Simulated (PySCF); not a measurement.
How methods differ on the ionisation energy of Dy(49+)

Dy(49+) [Ne] 3s2 3p5 [3p1/2^2 3p3/2^3, M_J = 3/2] → Dy(50+) [Ne] 3s2 3p4 [3p1/2^2 3p3/2^2, M_J = 2], as a difference of total energies. Computed with PySCF 2.14 in an uncontracted even-tempered set (18 s from 13 bohr⁻², ratio 2.4; 14 p from 16 bohr⁻², ratio 2.4; 4 d from 61 bohr⁻², ratio 2.6; 4 f from 91 bohr⁻², ratio 2.6), with the two-component X2C-1e Hamiltonian. Correlated levels: 1s2 frozen; the 54 highest virtual spinors dropped. "Screened" scales the spin-orbit matrix elements by Boettger's factors to mimic the two-electron term; Breit and QED terms are absent.

```csv
method,ionisation energy (eV)
GHF (spin-free),4468.5
GMP2 (spin-free),4469.6
GHF (screened spin-orbit),4409.9
GMP2 (screened spin-orbit),4410.9
```

Breit and QED terms and the two-electron picture change are absent.

The spin-free rows relax to the high-spin LS determinant and lack the spin-orbit shift.

The labels give the starting determinants; with spin-orbit coupling the two ends relaxed to ⟨J²⟩ = 3.75, ⟨L²⟩ = 2.03, ⟨S²⟩ = 0.78 and ⟨J²⟩ = 6.00, ⟨L²⟩ = 3.24, ⟨S²⟩ = 1.41.

For comparison: 4407 ± 4 eV (theoretical estimate listed by NIST; NIST Atomic Spectra Database, ionization energies).
